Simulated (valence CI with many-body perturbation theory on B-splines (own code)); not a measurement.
# Forbidden lines of Tl⁷⁶⁺

Computed by configuration interaction combined with many-body perturbation theory (CI+MBPT): three valence electrons over a frozen Dirac-Fock core [He], a basis of 11 s, 11 p, 9 d, 7 f, 5 g, 2 h, 1 i functions for each j, with the one-electron correlation potential Σ1, the two-electron term Σ2, the three-electron term Σ3, Breit, model QED; selected CI, second order for the rest (own B-spline code, finite nucleus).

The last digits are not significant, and no measured levels were compared; by estimate large intervals hold to a few tenths of a per cent, small ones and those within an open d or f shell to about a per cent.

Lines 1 to 37 of 37 in falling wavelength, among levels below 17029 eV, chosen from the decays that carry over 1 % of a level's rate. Wavelengths and rates use the calculated energies. Electric multipoles are in the length gauge, E1 and E2 with the static RPA response of the core. S is in atomic units (e²a₀⁴ for E2 and M2, e²a₀⁶ for E3), for M1 in squared Bohr magnetons. Weak lines are less certain than strong ones. Lines between different terms over intervals too small for the method are left out, as are lines whose strength nearly cancels. The highest levels of a list are the least certain.

Levels are named by their leading jj configuration (3d3/2^4 stands for four electrons in 3d with j = 3/2), which in mixed levels can hold well under half, so a name can repeat and another be missing. Letters in brackets count levels of one name in rising energy.

| λ vac (nm) | Upper | Lower | Type | A (s⁻¹) | S (a.u.) |
| --- | --- | --- | --- | --- | --- |
| 0.5824 | (2s 2p1/2 2p3/2) J=3/2 [a] | (2s 2p1/2^2) J=1/2 | M1 | 5.32e+10 | 1.56e+00 |
| 0.5710 | (2s 2p1/2 2p3/2) J=5/2 | (2s 2p1/2^2) J=1/2 | E2 | 4.75e+08 | 1.54e-05 |
| 0.5687 | (2s 2p3/2 3d5/2) J=9/2 | (2s 2p1/2 3d5/2) J=7/2 | M1 | 4.86e+10 | 3.31e+00 |
| 0.5580 | (2s^2 2p3/2) J=3/2 | (2s^2 2p1/2) J=1/2 | M1 | 4.81e+10 | 1.24e+00 |
| 0.1124 | (2s 2p1/2 3p1/2) J=1/2 [a] | (2s 2p1/2 2p3/2) J=3/2 [a] | E2 | 4.16e+12 | 1.34e-05 |
| 0.1121 | (2s^2 3p1/2) J=1/2 | (2s^2 2p3/2) J=3/2 | E2 | 5.29e+12 | 1.67e-05 |
| 0.1074 | (2s 2p3/2 3p3/2) J=7/2 | (2s 2p3/2^2) J=3/2 | E2 | 1.84e+11 | 1.88e-06 |
| 0.1062 | (2s 2p3/2 3p3/2) J=7/2 | (2s 2p3/2^2) J=5/2 | E2 | 1.88e+12 | 1.81e-05 |
| 0.1061 | (2s 2p3/2 3p3/2) J=1/2 [b] | (2s 2p3/2^2) J=3/2 | E2 | 3.28e+12 | 7.87e-06 |
| 0.1059 | (2s^2 3p3/2) J=3/2 | (2s^2 2p3/2) J=3/2 | E2 | 2.69e+12 | 1.28e-05 |
| 0.1050 | (2s 2p3/2 3p3/2) J=1/2 [b] | (2s 2p3/2^2) J=5/2 | E2 | 1.02e+12 | 2.33e-06 |
| 0.1042 | (2s 2p3/2 3d5/2) J=9/2 | (2s 2p3/2^2) J=5/2 | M2 | 1.79e+11 | 1.95e-06 |
| 0.1042 | (2s 2p3/2 3d5/2) J=9/2 | (2s 2p3/2^2) J=5/2 | E3 | 1.12e+10 | 4.75e-07 |
| 0.08938 | (2s 2p3/2 3p3/2) J=7/2 | (2s 2p1/2 2p3/2) J=5/2 | E2 | 1.33e+12 | 5.44e-06 |
| 0.08911 | (2s 2p3/2 3p3/2) J=7/2 | (2s 2p1/2 2p3/2) J=3/2 [a] | E2 | 2.20e+12 | 8.85e-06 |
| 0.08905 | (2s 2p3/2 3p3/2) J=1/2 [b] | (2s 2p1/2 2p3/2) J=3/2 [b] | E2 | 3.08e+12 | 3.08e-06 |
| 0.08899 | (2s^2 3p3/2) J=3/2 | (2s^2 2p1/2) J=1/2 | E2 | 3.39e+12 | 6.75e-06 |
| 0.08793 | (2s 2p3/2 3d5/2) J=9/2 | (2s 2p1/2 2p3/2) J=5/2 | M2 | 8.07e+10 | 3.79e-07 |
| 0.08793 | (2s 2p3/2 3d5/2) J=9/2 | (2s 2p1/2 2p3/2) J=5/2 | E3 | 1.13e+10 | 1.46e-07 |
| 0.08766 | (2s 2p3/2 3d5/2) J=9/2 | (2s 2p1/2 2p3/2) J=3/2 [a] | E3 | 2.34e+10 | 2.96e-07 |
| 0.08742 | (2p1/2 2p3/2 3d3/2) J=5/2 [a] | (2s 2p1/2 2p3/2) J=1/2 | E2 | 5.81e+12 | 1.59e-05 |
| 0.08733 | (2p1/2 2p3/2 3d3/2) J=7/2 | (2s 2p1/2 2p3/2) J=3/2 [b] | E2 | 8.90e+12 | 3.23e-05 |
| 0.08712 | (2s 2p1/2 3d3/2) J=5/2 | (2s^2 2p1/2) J=1/2 | E2 | 1.24e+13 | 3.33e-05 |
| 0.08701 | (2p1/2^2 3d3/2) J=3/2 | (2s 2p1/2^2) J=1/2 | E2 | 1.86e+13 | 3.31e-05 |
| 0.08691 | (2p1/2 2p3/2 3d3/2) J=5/2 [a] | (2s 2p1/2 2p3/2) J=5/2 | E2 | 4.07e+12 | 1.08e-05 |
| 0.08681 | (2p1/2 2p3/2 3d3/2) J=7/2 | (2s 2p1/2 2p3/2) J=5/2 | E2 | 8.04e+12 | 2.83e-05 |
| 0.08665 | (2p1/2 2p3/2 3d3/2) J=3/2 [a] | (2s 2p1/2 2p3/2) J=3/2 [a] | E2 | 1.32e+13 | 2.30e-05 |
| 0.08665 | (2p1/2 2p3/2 3d3/2) J=5/2 [a] | (2s 2p1/2 2p3/2) J=3/2 [a] | E2 | 8.14e+12 | 2.13e-05 |
| 0.08660 | (2p1/2 2p3/2 3d3/2) J=1/2 [a] | (2s 2p1/2 2p3/2) J=3/2 [a] | E2 | 1.69e+13 | 1.47e-05 |
| 0.08655 | (2p1/2 2p3/2 3d3/2) J=7/2 | (2s 2p1/2 2p3/2) J=3/2 [a] | E2 | 1.73e+12 | 6.00e-06 |
| 0.08602 | (2s 2p3/2 3d5/2) J=3/2 [a] | (2s^2 2p3/2) J=3/2 | E2 | 2.74e+13 | 4.61e-05 |
| 0.08596 | (2s 2p1/2 3d5/2) J=3/2 | (2s^2 2p1/2) J=1/2 | E2 | 2.48e+13 | 4.15e-05 |
| 0.08592 | (2p1/2 2p3/2 3d5/2) J=7/2 [a] | (2s 2p1/2 2p3/2) J=5/2 | E2 | 1.02e+12 | 3.42e-06 |
| 0.08590 | (2s 2p3/2 3d5/2) J=1/2 | (2s^2 2p3/2) J=3/2 | E2 | 2.50e+13 | 2.09e-05 |
| 0.08581 | (2p1/2 2p3/2 3d5/2) J=9/2 | (2s 2p1/2 2p3/2) J=5/2 | E2 | 1.97e+13 | 8.20e-05 |
| 0.08567 | (2p1/2 2p3/2 3d5/2) J=7/2 [a] | (2s 2p1/2 2p3/2) J=3/2 [a] | E2 | 1.78e+13 | 5.87e-05 |
| 0.08552 | (2s 2p3/2 3d5/2) J=7/2 [b] | (2s^2 2p3/2) J=3/2 | E2 | 8.13e+12 | 2.66e-05 |
